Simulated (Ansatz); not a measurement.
`[NH2][GaH][SiH3]` + H₂S → `[SiH3][GaH][SH]` + NH₃ at 500 K and 1 bar (ligand exchange at a Ga–N bond).

Program: Ansatz. Geometries: PBE0-D4/def2-TZVP. ΔE: electronic, gas phase. CBS: MP2 limit from def2 TZ/QZ plus the TZ coupled-cluster correction, frozen cores. This one scheme is used for every species. For Ga outer-core shells are correlated without core-valence functions, which leaves a few kJ/mol of doubt a bond. Scalar relativity is left out up to krypton. One conformer a species, not always the lowest.

```
           species  CCSD(T)/CBS energy (Eh)  H − E (kJ/mol)  S (J/(mol·K))
`[NH2][GaH][SiH3]`              -2271.34304           193.2          399.9
               H₂S               -398.97279            57.0          224.0
 `[SiH3][GaH][SH]`              -2613.82650           150.4          408.0
               NH₃                -56.50880           108.2          211.8
```

H − E and S are ideal-gas, rigid-rotor, harmonic terms from PBE0-D4/def2-TZVP, for one conformer and one mirror image of each species. 1 Eh = 2625.50 kJ/mol, R = 8.31446 J/(mol·K).

Problem. By hand: ΔE, ΔH, ΔS and ΔG.

Solution. ΔE = (-2613.82650) + (-56.50880) − (-2271.34304) − (-398.97279) = -0.01947 Eh = -51.1 kJ/mol. Δ(H − E) = 150.4 + 108.2 − 193.2 − 57.0 = 8.4, so ΔH = -42.7 kJ/mol. ΔS = 408.0 + 211.8 − 399.9 − 224.0 = -4.1 J/(mol·K). ΔG = -42.7 − 500 × (-4.1)/1000 = -40.7 kJ/mol.

Problem. By hand: the equilibrium constant, and the temperature at which ΔG would vanish if ΔH and ΔS stayed fixed.

Solution. log₁₀ K = −ΔG/(RT ln 10) = 4.3. ΔG = 0 at ΔH/ΔS = 10415 K, far beyond where these terms or the molecules hold.

The number of gas molecules stays the same, so ΔS is small and ΔH decides. A doubt of 5 kJ/mol in ΔE shifts log₁₀ K by 0.5 here. Other conformers and mirror images would add mixing entropy, several J/(mol·K) or more a flexible species. Modes under 60 cm⁻¹, often nearly free rotors, make the harmonic entropy too high. These are equilibria of isolated gas molecules and say nothing of rates. Largest T1 diagnostic: 0.015 (customary marks: 0.02 for closed shells, 0.045 for open ones).
